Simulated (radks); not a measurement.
The numbers below are computed, except where a source is named.
Coulomb parameter of the 4f shell of the cerium ion Ce2+ in the model configuration [Xe] 4f1 6p1, as a second difference U = [E(n + 0.5) + E(n - 0.5) - 2 E(n)] / (0.5)^2 with all orbitals relaxed. "Bare": the charge of the atom changes with n. "Screened": the 6p shell takes up the change at fixed total charge, which measures U(4f,4f) + U(6p,6p) - 2 U(4f,6p). Level of theory: scalar-relativistic Kohn-Sham, BLYP, spin-unpolarised, spherical densities, point nucleus (a radial shooting solver on a logarithmic mesh with Libxc functionals).

case              configuration  E - E(n) (eV)
start              [Xe] 4f1 6p1          0.000
bare +0.5        [Xe] 4f1.5 6p1         -8.821
bare -0.5        [Xe] 4f0.5 6p1         12.858
screened +0.5  [Xe] 4f1.5 6p0.5         -4.045
screened -0.5  [Xe] 4f0.5 6p1.5          6.023

U(bare) = 16.148 eV, U(screened by 6p) = 7.911 eV, against the Slater integral F0(4f,4f) = 23.674 eV with frozen orbitals.
